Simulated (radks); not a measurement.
The mean radii <r> (bohr) of the occupied orbitals of an atom or ion are listed with their occupations. Method: non-relativistic Kohn-Sham, SOGGA, spin-polarised, spherical densities, point nucleus; computed with a radial shooting solver on a logarithmic mesh with Libxc functionals.

orbital  occ.      <r>
1s up       1  0.05487
1s down     1  0.05487
2s up       1   0.2483
2s down     1   0.2479
2p up       3   0.2167
2p down     3   0.2162
3s up       1   0.6994
3p up       3   0.7060
3p down     3   0.7107
3d up       3   0.6989
4s up       1    1.599

Name the element and its charge. Open shells, if any, are filled with parallel spins first.

Answer. Z = 28, nickel, charge +7: Ni7+ in [Ne] 3s1 3p6 3d3 4s1. The 1s radius gives Z: for a bare nucleus <r> = 1.5/Z, 0.05357 bohr for Z = 28, and screening makes it slightly larger (0.05487 here). The occupations add up to 21, and the charge is Z minus that.
